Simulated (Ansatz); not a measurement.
Mulliken charges of CH₄ClFSn, SMILES `[F][SnH2][CH2]Cl` from r2SCAN/def2-TZVPP in Ansatz (PBE0-D4/def2-TZVP geometry).

| atom | x (Å) | y (Å) | z (Å) | charge (e) |
| --- | --- | --- | --- | --- |
| F1 | -2.118 | 1.045 | 0.365 | -0.502 |
| Sn2 | -0.301 | 0.925 | -0.275 | 0.898 |
| C3 | 0.329 | -1.042 | 0.302 | -0.267 |
| Cl4 | 2.012 | -1.262 | -0.247 | -0.163 |
| H5 | -0.401 | 1.108 | -1.962 | -0.108 |
| H6 | 0.550 | 2.147 | 0.546 | -0.108 |
| H7 | -0.284 | -1.810 | -0.166 | 0.125 |
| H8 | 0.304 | -1.168 | 1.382 | 0.125 |

Problem. By hand: the dipole of these point charges (1 e Å = 4.8032 D).

Solution. Σ q r = (0.364, 0.066, -0.166) e Å, of length 0.405 e Å = 1.95 D.

Problem. How does the dipole of the full density compare? (Estimate.)

Solution. Ansatz gave: (0.209, -0.063, -0.053) e Å, 1.08 D; the point charges give 1.81 times that, at 28° from its direction.

Point charges leave out the atoms' own dipoles, such as those of lone pairs, and Mulliken's split depends on the basis, so the two needn't agree.
